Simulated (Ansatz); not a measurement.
One change: `[NH2][Ti]([NH2])([OH])[OH]` becomes `[NH2][Ti]([OH])([OH])[F]`.

Ansatz, PBE0-D4/def2-TZVP geometries, multiplicity 1. Each molecule was computed in one conformer, which needn't be the lowest.

Scalar relativity is left out up to krypton.

```csv
property,`[NH2][Ti]([NH2])([OH])[OH]`
HOMO energy (PBE/def2-TZVPP) / eV,-5.62
LUMO energy (ωB97M-V/def2-TZVPP) / eV,1.07
HOMO–LUMO gap (B3LYP/def2-TZVPP) / eV,5.57
HOMO–LUMO gap (PBE0/def2-TZVPP) / eV,6.11
size of the dipole moment (ωB97M-V/def2-TZVPP) / D,0.80
HOMO energy (B3LYP/def2-TZVPP) / eV,-6.77
```

**Question.** Give the same properties after the change, and the shifts. (An estimate is asked.)

**Answer.** Computed: 
```tsv
property	`[NH2][Ti]([OH])([OH])[F]`	shift
HOMO energy (PBE/def2-TZVPP) / eV	-6.14	-0.52
LUMO energy (ωB97M-V/def2-TZVPP) / eV	0.81	-0.26
HOMO–LUMO gap (B3LYP/def2-TZVPP) / eV	5.60	0.03
HOMO–LUMO gap (PBE0/def2-TZVPP) / eV	6.16	0.05
size of the dipole moment (ωB97M-V/def2-TZVPP) / D	2.08	1.28
HOMO energy (B3LYP/def2-TZVPP) / eV	-7.36	-0.59
```

With PBE0 the HOMO falls by 0.59 eV and the LUMO falls by 0.54 eV, so the gap widens by about 0.05 eV. PBE moves the HOMO by -0.52 eV and ωB97M-V by -0.61 eV. The zero-point energy changes by -60.8 kJ/mol with -6 modes. Dipoles are sizes alone; their direction can turn.

B3LYP here is the variant with VWN-RPA as its local correlation; programs differ in this.
